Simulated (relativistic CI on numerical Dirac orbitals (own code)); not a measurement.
Bi XXXIX: sensitivity of the levels to the model

Base calculation: Dirac-Coulomb-Breit CI, orbitals from a KLI potential per configuration, a model potential for QED, unscaled Slater integrals.

Configuration list (outside the closed core [Ar] 3d10): 4s²4p⁶4d⁹, 4s²4p⁶4d⁸4f, 4s²4p⁵4d¹⁰, 4s4p⁶4d¹⁰, 4s²4p⁵4d⁹4f, 4s4p⁶4d⁹4f, 4s²4p⁶4d⁸5s, 4s²4p⁶4d⁷4f5s, 4s²4p⁶4d⁸5p, 4s²4p⁵4d⁹5s, 4s²4p⁶4d⁸5f, 4s²4p⁶4d⁷5s5p, 4p⁶4d¹⁰4f, 4s²4p⁵4d⁹5d, 4s4p⁶4d⁹5s, 4s²4p⁶4d⁸6p, 4p⁶4d¹⁰5p, 4p⁶4d⁹4f², 4p⁶4d⁸4f³, 4p⁵4d¹⁰4f², 4p⁵4d⁹4f³, 4p⁶4d⁸4f²5s, 4p⁶4d¹⁰5s, 4p⁵4d¹⁰4f5s, 4p⁶4d⁹5s², 4p⁶4d⁸4f5s², 4p⁵4d¹⁰5s², 4p⁵4d⁹4f5s². Double excitations out of closed p, d and f shells are left out; levels of such configurations are missing from the list, as are those of other unlisted configurations, and high levels can miss mixing partners. These lack a partner that the ground configuration has and come out too high: 4s²4p⁶4d⁸5p, 4s²4p⁵4d⁹5s, 4s²4p⁶4d⁸5f, 4s²4p⁵4d⁹5d, 4s²4p⁶4d⁸6p.

Variants: (1) P86 correlation estimate; (2) non-relativistic limit; (3) only the first 3 configurations. Shifts of the energy above 4s²4p⁶4d⁹ ²D5/2, in cm⁻¹, for the lowest level and the first level of each name with at least 55 % of one term (blank where a level changes its place among those of its configuration and J or its character, or is not in the variant):

```
              Level     Base   Δ(1)     Δ(2)    Δ(3)
    4s²4p⁶4d⁹ ²D5/2        0      0        0       0
    4s²4p⁶4d⁹ ²D3/2   253879     -1  -253879   -1220
  4s²4p⁵4d¹⁰ ²P°3/2  1869026  +1344  -287931   -8348
4s²4p⁶4d⁸4f ⁴I°15/2  1982923  +1085   -82152  -14316
4s²4p⁶4d⁸4f ⁴H°13/2  2002499  +1086   -92275  -13738
 4s²4p⁶4d⁸4f ⁴F°3/2  2130885  +1087           -14028
4s²4p⁶4d⁸4f ⁴I°11/2  2180061  +1085           -14235
4s²4p⁶4d⁸4f ²K°13/2  2201875  +1085           -14313
4s²4p⁶4d⁸4f ²K°15/2  2264935  +1085  -317144  -14317
4s²4p⁶4d⁸4f ²I°11/2  2285063  +1085           -14268
```

At this charge energies of transitions that change n are usually good to better than 1 %, and those within a shell (Δn = 0) to a few per cent.

Ionisation energy from the two ground configurations alone: base 1840.7 eV; P86 correlation estimate 1842.92 eV. The NIST ASD value (theoretical) is 1840 eV.

LS names give the leading component of a level, which can be under half, so a name can repeat, a term be missing and a line seem to break the LS rules.
